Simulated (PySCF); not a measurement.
**Exercise with solution: chemical shift, span and skew from a shielding tensor**

Ge(OH)(NH2) (GeH₃NO), SMILES [OH][Ge][NH2] (connectivity only; charge and spin as stated), neutral, multiplicity 1. Atoms are numbered in the order given.

```xyz
6

Ge     0.4540    -0.0511     0.0000
O     -0.7790    -1.3574     0.0000
H     -1.6978    -1.0638     0.0000
N     -0.6616     1.4022     0.0000
H     -1.6729     1.3990     0.0000
H     -0.2947     2.3428     0.0000
```

Geometry optimised at r2SCAN-D4/def2-TZVP. The values are those of a single conformer.

GIAO shieldings from PBE0/pcSseg-2 run with PySCF, non-relativistic, no solvent. The symmetric part of the tensor of N4 has the principal values -34.6, 177.8, 244.6 ppm. The same nucleus in NH3 has σ = 263.3 ppm at this level (PySCF, at its B3LYP-D3(BJ)/def2-TZVP geometry).

Q: Work out the isotropic shielding, the ¹⁵N shift against NH3, the span and the skew.

A: 
σ(iso) = (σ11 + σ22 + σ33)/3 = 129.3 ppm. δ = σ(ref) − σ(iso) = 263.3 − (129.3) = 134.0 ppm.
Span Ω = σ33 − σ11 = 279.2 ppm. Skew κ = 3(σ(iso) − σ22)/Ω = -0.52. Tumbling in solution averages the tensor to δ; in a static solid the shielding alone would spread this spin-1/2 line over Ω.
